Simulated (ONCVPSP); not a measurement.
Reading a pseudo-wave (F (Z = 9))

Columns: radius, all-electron u(r) and pseudo u(r) of the 2p shell (level -11.05 eV) of fluorine in the configuration [He] 2s2 2p5; PBEsol, scalar-relativistic, ONCV scheme, ONCVPSP 4.0.1.

```
r (bohr)  all-electron  pseudo
   0.093        0.1234  0.0388
   0.185        0.3383  0.1464
   0.278        0.5416  0.3062
   0.370        0.6977  0.4883
   0.463        0.8065  0.6679
   0.555        0.8707  0.8170
   0.648        0.9005  0.9227
   0.740        0.9038  0.9770
   0.833        0.8883  0.9848
   0.925        0.8604  0.9559
   1.018        0.8240  0.9029
   1.110        0.7831  0.8392
   1.203        0.7392  0.7735
   1.295        0.6950  0.7127
   1.388        0.6504  0.6579
   1.480        0.6074  0.6098
   1.573        0.5655  0.5660
   1.665        0.5258  0.5258
   1.758        0.4877  0.4877
   1.850        0.4522  0.4522
   1.943        0.4185  0.4185
   2.035        0.3872  0.3872
   2.128        0.3577  0.3577
   2.220        0.3306  0.3306
   2.313        0.3051  0.3050
   2.405        0.2816  0.2816
```

How many radial nodes do the two functions have?

The all-electron 2p function has n − l − 1 = 0; the pseudo-wave has 0.

At about which radius was the pseudo-wave matched?

1.85 bohr. The columns agree to 0.0005 from 1.57 bohr on; several derivatives are matched, so the curves merge somewhat inside the radius.

Is the pseudo-wave norm-conserving?

Yes: the ONCV scheme keeps the norm inside the radius equal to the all-electron one, which fixes the energy derivative of the logarithmic derivative at the level.
